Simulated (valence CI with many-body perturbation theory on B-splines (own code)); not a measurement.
**Ru XL: E2, E3, M1, M2 decay**

Method: relativistic CI+MBPT: three valence electrons over a frozen Dirac-Fock core [He], a basis of 11 s, 11 p, 10 d, 8 f, 5 g, 2 h functions for each j, with the one-electron correlation potential Σ1 (screened to all orders), the two-electron term Σ2, the three-electron term Σ3, Breit, model QED; selected single and double excitations, second order for the rest, scaled by the run's own slope (own B-spline code, finite nucleus).

The last digits are not significant, and no measured levels were compared; by estimate large intervals hold to a few tenths of a per cent, small ones and those within an open d or f shell to about a per cent.

Lines 1 to 24 of 24 in falling wavelength, among levels below 38491 × 10³ cm⁻¹, chosen from the decays that carry over 1 % of a level's rate. Wavelengths and rates use the calculated energies. Electric multipoles are in the length gauge with retardation, E1 and E2 with the static RPA response of the core. M1 uses the relativistic operator with retardation. Weak lines are less certain than strong ones. Lines between different terms over intervals too small for the method are left out, as are lines whose strength nearly cancels. The highest levels of a list are the least certain.

Levels are named by their leading jj configuration (3d3/2^4 stands for four electrons in 3d with j = 3/2), which in mixed levels can hold well under half, so a name can repeat and another be missing. Letters in brackets count levels of one name in rising energy.

```csv
λ vac (nm),Upper,Lower,Type,A (s⁻¹),Branch %
11.09,(2s 2p1/2 2p3/2) J=3/2 [a],(2s 2p1/2^2) J=1/2,M1,1.13e+07,2.0
8.471,(2s^2 2p3/2) J=3/2,(2s^2 2p1/2) J=1/2,M1,1.46e+07,86.1
0.3951,(2s 2p3/2 3p3/2) J=7/2,(2s 2p3/2^2) J=3/2,E2,1.83e+09,1.3
0.3900,(2s^2 3p1/2) J=1/2,(2s^2 2p3/2) J=3/2,E2,1.21e+11,9.1
0.3878,(2s 2p3/2 3p3/2) J=7/2,(2s 2p3/2^2) J=5/2,E2,3.16e+10,22.2
0.3859,(2s 2p1/2 3p3/2) J=5/2,(2s 2p1/2 2p3/2) J=5/2,E2,3.43e+10,1.2
0.3828,(2s 2p3/2 3d5/2) J=9/2,(2s 2p3/2^2) J=5/2,M2,1.21e+09,34.9
0.3828,(2s 2p3/2 3d5/2) J=9/2,(2s 2p3/2^2) J=5/2,E3,4.85e+07,1.4
0.3715,(2s 2p3/2 3p3/2) J=7/2,(2s 2p1/2 2p3/2) J=5/2,E2,4.04e+10,28.3
0.3702,(2s 2p1/2 3p3/2) J=5/2,(2s 2p1/2^2) J=1/2,E2,6.61e+10,2.4
0.3688,(2s 2p3/2 3p3/2) J=7/2,(2s 2p1/2 2p3/2) J=3/2 [a],E2,4.92e+10,34.5
0.3669,(2s 2p3/2 3d5/2) J=9/2,(2s 2p1/2 2p3/2) J=5/2,M2,1.43e+08,4.1
0.3669,(2s 2p3/2 3d5/2) J=9/2,(2s 2p1/2 2p3/2) J=5/2,E3,6.41e+07,1.9
0.3642,(2s 2p3/2 3d5/2) J=9/2,(2s 2p1/2 2p3/2) J=3/2 [a],E3,9.63e+07,2.8
0.3564,(2p1/2 2p3/2 3d5/2) J=7/2 [b],(2s 2p1/2 2p3/2) J=3/2 [b],E2,7.25e+10,4.0
0.3526,(2p1/2 2p3/2 3d5/2) J=7/2 [a],(2s 2p1/2 2p3/2) J=5/2,E2,5.28e+10,1.2
0.3523,(2p1/2 2p3/2 3d5/2) J=7/2 [b],(2s 2p1/2 2p3/2) J=5/2,E2,1.56e+11,8.5
0.3512,(2p1/2 2p3/2 3d5/2) J=9/2,(2s 2p1/2 2p3/2) J=5/2,E2,3.20e+11,80.2
0.3511,(2p3/2^2 3d5/2) J=7/2,(2s 2p3/2^2) J=5/2,E2,2.70e+11,1.2
0.3509,(2p3/2^2 3d5/2) J=9/2,(2s 2p3/2^2) J=5/2,E2,3.21e+11,66.1
0.3508,(2p1/2 2p3/2 3d3/2) J=1/2 [a],(2s 2p1/2 2p3/2) J=3/2 [a],E2,2.82e+11,1.1
0.3502,(2p1/2 2p3/2 3d5/2) J=7/2 [a],(2s 2p1/2 2p3/2) J=3/2 [a],E2,2.50e+11,5.8
0.3498,(2p1/2 2p3/2 3d5/2) J=7/2 [b],(2s 2p1/2 2p3/2) J=3/2 [a],E2,6.61e+10,3.6
0.2861,(2s 2p3/2 4f7/2) J=9/2,(2s 2p3/2^2) J=5/2,E2,3.59e+11,1.0
```
